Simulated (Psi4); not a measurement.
C4H9 (SMILES [CH2-]CCC), charge -1, singlet, geometry from GFN2-xTB (a gas-phase anion, which may not be bound at this level), atoms displaced at random by about 0.03 Å a coordinate; TPSS/STO-3G, gradient (Psi4 1.11).

Input for Psi4:
```
memory 2 GB

molecule {
-1 1
  C     0.80301010    1.88684668    0.00085917
  C     0.72424403    0.42318997   -0.01144705
  C    -0.66989440   -0.22091425    0.01751394
  C    -0.62604664   -1.78992257    0.03811943
  H    -1.72425865   -2.15118547    0.00626191
  H     0.25387102    2.29834079    0.88588434
  H     0.24540549    2.31294217   -0.92633144
  H    -0.08944768   -2.12472531    0.89843524
  H    -0.13241135   -2.17294698   -0.83520254
  H     1.31208566   -0.01060559   -0.91905237
  H     1.23158550    0.03382710    0.86661274
  H    -1.23450027    0.05516109   -0.81384399
  H    -1.23816098    0.11641322    0.84462900
symmetry c1
no_reorient
no_com
}

set basis sto-3g

gradient('tpss')
print_variables()
```

Task: Predict the main parts of the log of this Psi4 run.

Result: 
```
gradient() will perform analytic gradient computation.

   => Loading Basis Set <=

    Name: STO-3G
    Role: ORBITAL
    Keyword: BASIS

         ---------------------------------------------------------
                                   SCF
               by Justin Turney, Rob Parrish, Andy Simmonett
                          and Daniel G. A. Smith
                              RKS Reference
         ---------------------------------------------------------

  ==> Geometry <==

    Molecular point group: c1
    Full point group: C1

    Geometry (in Angstrom), charge = -1, multiplicity = 1:

       Center              X                  Y                   Z               Mass
    ------------   -----------------  -----------------  -----------------  -----------------
         C            0.803010100000     1.886846680000     0.000859170000    12.000000000000
         C            0.724244030000     0.423189970000    -0.011447050000    12.000000000000
         C           -0.669894400000    -0.220914250000     0.017513940000    12.000000000000
         C           -0.626046640000    -1.789922570000     0.038119430000    12.000000000000
         H           -1.724258650000    -2.151185470000     0.006261910000     1.007825032230
         H            0.253871020000     2.298340790000     0.885884340000     1.007825032230
         H            0.245405490000     2.312942170000    -0.926331440000     1.007825032230
         H           -0.089447680000    -2.124725310000     0.898435240000     1.007825032230
         H           -0.132411350000    -2.172946980000    -0.835202540000     1.007825032230
         H            1.312085660000    -0.010605590000    -0.919052370000     1.007825032230
         H            1.231585500000     0.033827100000     0.866612740000     1.007825032230
         H           -1.234500270000     0.055161090000    -0.813843990000     1.007825032230
         H           -1.238160980000     0.116413220000     0.844629000000     1.007825032230

  Running in c1 symmetry.

  Rotational constants: A =      0.81131  B =      0.12599  C =      0.11852 [cm^-1]
  Rotational constants: A =  24322.59387  B =   3776.96729  C =   3553.04433 [MHz]
  Nuclear repulsion =  122.724639883565885

  Charge       = -1
  Multiplicity = 1
  Electrons    = 34
  Nalpha       = 17
  Nbeta        = 17

  ==> Algorithm <==

  SCF Algorithm Type is DF.
  DIIS enabled.
  MOM disabled.
  Fractional occupation disabled.
  Guess Type is SAD.
  Energy threshold   = 1.00e-08
  Density threshold  = 1.00e-08
  Integral threshold = 1.00e-12

  ==> Primary Basis <==

  Basis Set: STO-3G
    Blend: STO-3G
    Number of shells: 21
    Number of basis functions: 29
    Number of Cartesian functions: 29
    Spherical Harmonics?: true
    Max angular momentum: 1

  ==> DFT Potential <==

   => LibXC <=

    Version 7.1.2
    S. Lehtola, C. Steigemann, M. J. T. Oliveira, and M. A. L. Marques,  SoftwareX 7, 1–5 (2018) (10.1016/j.softx.2017.11.002)

   => Composite Functional: TPSS <=

    TPSS Meta-GGA XC Functional

    J. Tao, et al., Phys. Rev. Lett., 91, 146401, 2003

    Deriv               =              1
    GGA                 =           TRUE
    Meta                =           TRUE

    Exchange Hybrid     =          FALSE
    MP2 Hybrid          =          FALSE

   => Exchange Functionals <=

    1.0000   XC_MGGA_X_TPSS

   => Correlation Functionals <=

    1.0000   XC_MGGA_C_TPSS

   => LibXC Density Thresholds  <==

    XC_MGGA_C_TPSS:  1.00E-15
    XC_MGGA_X_TPSS:  1.00E-15

   => Molecular Quadrature <=

    Radial Scheme          =       TREUTLER
    Pruning Scheme         =           NONE
    Nuclear Scheme         =       TREUTLER

    Blocking Scheme        =         OCTREE
    BS radius alpha        =              1
    Pruning alpha          =              1
    Radial Points          =             75
    Spherical Points       =            302
    Total Points           =         276045
    Total Blocks           =           2092
    Max Points             =            256
    Max Functions          =             28
    Weights Tolerance      =       1.00E-15

   => Loading Basis Set <=

    Name: (STO-3G AUX)
    Role: JKFIT
    Keyword: DF_BASIS_SCF

  ==> Integral Setup <==

  SCF_SUBTYPE=INCORE selected. In-core MEM_DF algorithm will be used.
  Using in-core AOs.

  ==> MemDFJK: Density-Fitted J/K Matrices <==

    J tasked:                   Yes
    K tasked:                    No
    wK tasked:                   No
    Algorithm:                 Core
    Schwarz Cutoff:           1E-12
    Mask sparsity (%):       0.7134
    Fitting Condition:        1E-10

   => Auxiliary Basis Set <=

  Basis Set: (STO-3G AUX)
    Blend: DEF2-UNIVERSAL-JKFIT
    Number of shells: 154
    Number of basis functions: 462
    Number of Cartesian functions: 536
    Spherical Harmonics?: true
    Max angular momentum: 4

  Minimum eigenvalue in the overlap matrix is 1.9862119082E-01.
  Reciprocal condition number of the overlap matrix is 7.7222274121E-02.
    Using symmetric orthogonalization.

  ==> Pre-Iterations <==

  SCF Guess: Superposition of Atomic Densities via on-the-fly atomic UHF (no occupation information).

   -------------------------
    Irrep   Nso     Nmo
   -------------------------
     A         29      29
   -------------------------
    Total      29      29
   -------------------------

  ==> Iterations <==

                           Total Energy        Delta E     RMS |[F,P]|

   @DF-RKS iter SAD:  -153.60140237828125   -1.53601e+02   0.00000e+00
   @DF-RKS iter   1:  -155.70011810379049   -2.09872e+00   9.47053e-03 DIIS/ADIIS
   @DF-RKS iter   2:  -155.53363559149187    1.66483e-01   1.89412e-02 DIIS/ADIIS
   @DF-RKS iter   3:  -155.75754040071487   -2.23905e-01   1.84306e-03 DIIS/ADIIS
   @DF-RKS iter   4:  -155.75923660953964   -1.69621e-03   7.59271e-04 DIIS/ADIIS
   @DF-RKS iter   5:  -155.75955460416301   -3.17995e-04   5.77603e-05 DIIS
[...]
  @DF-RKS Final Energy:  -155.75955737339362
    Total Energy =                       -155.7595573733936192
[...]

 ------------------------------------------------------------------------------------
     Multipole            Electronic (a.u.)      Nuclear  (a.u.)        Total (a.u.)
 ------------------------------------------------------------------------------------

 L = 1.  Multiply by 2.5417464519 to convert [e a0] to [Debye]
 Dipole X            :         -1.4050417            0.0227661           -1.3822756
 Dipole Y            :         -2.9352870            0.2880321           -2.6472549
 Dipole Z            :         -0.4707481            0.5247124            0.0539643
 Magnitude           :                                                    2.9868975

 ------------------------------------------------------------------------------------

         ------------------------------------------------------------
                                   SCF GRAD
                          Rob Parrish, Justin Turney,
                       Andy Simmonett, and Alex Sokolov
         ------------------------------------------------------------

  ==> Geometry <==

    Molecular point group: c1
    Full point group: C1

    Geometry (in Angstrom), charge = -1, multiplicity = 1:

       Center              X                  Y                   Z               Mass
    ------------   -----------------  -----------------  -----------------  -----------------
         C            0.803010100000     1.886846680000     0.000859170000    12.000000000000
         C            0.724244030000     0.423189970000    -0.011447050000    12.000000000000
         C           -0.669894400000    -0.220914250000     0.017513940000    12.000000000000
         C           -0.626046640000    -1.789922570000     0.038119430000    12.000000000000
         H           -1.724258650000    -2.151185470000     0.006261910000     1.007825032230
         H            0.253871020000     2.298340790000     0.885884340000     1.007825032230
         H            0.245405490000     2.312942170000    -0.926331440000     1.007825032230
         H           -0.089447680000    -2.124725310000     0.898435240000     1.007825032230
         H           -0.132411350000    -2.172946980000    -0.835202540000     1.007825032230
         H            1.312085660000    -0.010605590000    -0.919052370000     1.007825032230
         H            1.231585500000     0.033827100000     0.866612740000     1.007825032230
         H           -1.234500270000     0.055161090000    -0.813843990000     1.007825032230
         H           -1.238160980000     0.116413220000     0.844629000000     1.007825032230

  Nuclear repulsion =  122.724639883565885

  ==> Basis Set <==

  Basis Set: STO-3G
    Blend: STO-3G
    Number of shells: 21
    Number of basis functions: 29
    Number of Cartesian functions: 29
    Spherical Harmonics?: true
    Max angular momentum: 1

  ==> DFJKGrad: Density-Fitted SCF Gradients <==

    Gradient:                    1
    J tasked:                  Yes
    K tasked:                   No
    wK tasked:                  No
    Integrals threads:           1
    Schwarz Cutoff:          1E-12
    Fitting Condition:       1E-10

   => Auxiliary Basis Set <=

  Basis Set: (STO-3G AUX)
    Blend: DEF2-UNIVERSAL-JKFIT
    Number of shells: 154
    Number of basis functions: 462
    Number of Cartesian functions: 536
    Spherical Harmonics?: true
    Max angular momentum: 4

  ==> DFT Potential <==

   => LibXC <=

    Version 7.1.2
    S. Lehtola, C. Steigemann, M. J. T. Oliveira, and M. A. L. Marques,  SoftwareX 7, 1–5 (2018) (10.1016/j.softx.2017.11.002)

   => Composite Functional: TPSS <=

    TPSS Meta-GGA XC Functional

    J. Tao, et al., Phys. Rev. Lett., 91, 146401, 2003

    Deriv               =              1
    GGA                 =           TRUE
    Meta                =           TRUE

    Exchange Hybrid     =          FALSE
    MP2 Hybrid          =          FALSE

   => Exchange Functionals <=

    1.0000   XC_MGGA_X_TPSS

   => Correlation Functionals <=

    1.0000   XC_MGGA_C_TPSS

   => LibXC Density Thresholds  <==

    XC_MGGA_C_TPSS:  1.00E-15
    XC_MGGA_X_TPSS:  1.00E-15

   => Molecular Quadrature <=

    Radial Scheme          =       TREUTLER
    Pruning Scheme         =           NONE
    Nuclear Scheme         =       TREUTLER

    Blocking Scheme        =         OCTREE
    BS radius alpha        =              1
    Pruning alpha          =              1
    Radial Points          =             75
    Spherical Points       =            302
    Total Points           =         276045
    Total Blocks           =           2092
    Max Points             =            256
    Max Functions          =             28
    Weights Tolerance      =       1.00E-15

  -Total Gradient:
     Atom            X                  Y                   Z
    ------   -----------------  -----------------  -----------------
       1       -0.014728422031    -0.062906218294     0.023664639379
       2       -0.036808152605    -0.011676027858     0.029111462286
       3       -0.017703973850     0.060498602051    -0.001709582610
       4        0.069264777235    -0.015737665488     0.009104878912
       5       -0.033738940895     0.004484743535    -0.008091803023
       6        0.005565455186     0.005757074325     0.000332718623
       7       -0.005545566647     0.012637162648    -0.020261086377
       8       -0.008025341921     0.014717891366    -0.027389551330
       9       -0.012107509085     0.007575979245     0.022162964812
      10        0.020734900985    -0.002581064991    -0.019262938443
      11       -0.010444984004     0.015418871024    -0.020153401291
      12        0.027392999440    -0.016550915335     0.050930833314
      13        0.016136723070    -0.011637798238    -0.038450340120

  Variable Map:
  ----------------------------------------------------------------------------
[...]
  Array Variable Map:
  ----------------------------------------------------------------------------
[...]
[...]
```
